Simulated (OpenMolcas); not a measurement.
# Levels of Rh III by method

```yaml
Program: OpenMolcas 26.06
Basis: ANO-RCC-VTZP [7s6p4d2f1g]
Scalar_Hamiltonian: DKH2, point nucleus
Active_space: 7 electrons in 6 orbitals (4d 5s)
State_averaging: 2S+1 = 4 even, 60 roots; 2S+1 = 6 even, 5 roots kept (CI in the orbitals of an earlier block); 2S+1 = 2 even, 110 roots kept (CI in the orbitals of an earlier block)
Spin-orbit_coupling: RASSI with atomic mean-field integrals over the reference wave functions, term energies averaged over their components
```

Methods on the same reference wave functions:
A. CASSCF
B. SS-CASPT2, IPEA 0.25 Eh, imaginary shift 0.1 Eh (closed shells correlated: 4s 4p)
C. MS-CASPT2, IPEA 0.25 Eh, imaginary shift 0.1 Eh (closed shells correlated: 4s 4p)
D. XMS-CASPT2, IPEA 0.25 Eh, imaginary shift 0.1 Eh (closed shells correlated: 4s 4p)

Energies in cm-1 above 4d7 4F 9/2, the measured ground level; measured values from the list in Shadmi, J. Res. Natl. Bur. Stand. 70A, 435 (1966).

```csv
Level,A,B,C,D,Measured
4d7 4F 9/2,0.0,0.0,0.0,0.0,0.0
4d7 4F 7/2,2188,2220,2230,2200,2148
4d7 4F 5/2,3623,3610,3620,3610,3486
4d7 4F 3/2,4543,4490,4490,4500,4322
4d7 4P 5/2,14949,11210,11180,11310,11062
4d7 4P 3/2,15080,11130,11110,11470,10997
4d7 2G 9/2,15950,13340,13340,14690,
4d7 4P 1/2,16496,12690,12650,12860,
4d7 2G 7/2,18101,15460,15470,16870,
4d7 2P 3/2 [54 %],20747,16320,16330,17390,
4d7 2H 11/2,21359,18220,18230,19280,
4d7 2D 5/2(1),22832,18640,18650,19840,
4d7 2P 1/2,23106,18360,18370,19610,
4d7 2H 9/2,23495,20410,20420,21500,
4d7 2D 3/2(1) [69 %],26494,22150,22160,23330,
4d7 2F 5/2,34788,27340,27350,28660,
4d7 2F 7/2,35811,28430,28440,29780,
4d6 5s 6D 9/2,37023,42200,42210,43700,43022
4d6 5s 6D 7/2,38316,43500,43510,45000,44394
4d6 5s 6D 5/2,39191,44360,44370,45860,45278
4d6 5s 6D 3/2,39781,44940,44950,46440,45877
4d6 5s 6D 1/2,40126,45280,45290,46790,
4d6 5s 4D 7/2(1),50653,52860,52870,55350,
4d6 5s 4D 5/2(1),52098,54310,54320,56810,
```

Deviations, from unrounded energies. A percentage is the sum of absolute deviations over the sum of measured energies, with the sign that they share, or ± where signs differ.

```tsv
Against measurement	Levels	A	B	C	D
mean absolute deviation (cm-1)	9	3600	470	460	390
fine structure of the ground term (%)	3	+4.0	+3.7	+3.8	+3.5
other terms of the ground configuration (%)	2	+36.1	+1.3	+1.0	+3.3
other configurations (%)	4	-13.6	-2.0	-2.0	+1.4
```

D lies closest to measurement on these levels and A furthest from it. The largest miss of D in the table is 4d6 5s 6D 9/2, by +680 cm-1. The ranking rests on the paired levels alone, and a cruder setting can come out closer through cancelling errors.

Among B to D the level of the table that moves most is 4d6 5s 4D 5/2(1), by 2500 cm-1 (lowest in B, highest in D). Moves below CASPT2's spread within the term are not significant.

The mean deviations of B to D differ by less than CASPT2's widest spread within a term (2100 cm-1), so their order carries little weight.

From A to B the spin-free energies of the other terms of 4d7 shown, above 4F, scale by factors of 0.72 to 0.84, as is usual when dynamic correlation screens the repulsion within a d or f shell.

The lowest spin-free term lies below A's lowest term by 0.484 hartree in B, 0.484 hartree in C, 0.497 hartree in D.

CASPT2 breaks the degeneracy within a term, and the mean is taken; among the terms shown or strongly mixed into the levels shown the widest spread is 2100 cm-1 (4d7 4F, D). Terms from blocks run as CI alone lack orbitals of their own. A single d shell beside an s shell can misplace configurations of different d count against each other. Without dynamic correlation excited terms often stand tens of per cent too high (terms of higher spin than the ground term too low), and those without a measured partner can miss by more than the paired ones (holds for A). The CASPT2 spread within a term exceeds the gap to the next term for 4d7 2H and 4d7 2D(1), so the order of their levels is uncertain (holds for B; C; D). Blocks of more than 70 roots (2S+1 = 2 even) ran without multistate coupling (holds for C). Computed and measured levels are paired by configuration, term and J; levels that our copy of the source lacks, or whose pairing is in doubt (as where it misses far off the trend of its configuration), stay unpaired and out of the deviations. Only configurations of the active space appear. Levels that lie high or do not pair safely by name in every column are left out.

A share in square brackets marks a mixed level and gives the weight of the term that names it, the lowest over the columns. A number in round brackets counts repeated terms of one configuration in the order of the reference energies.
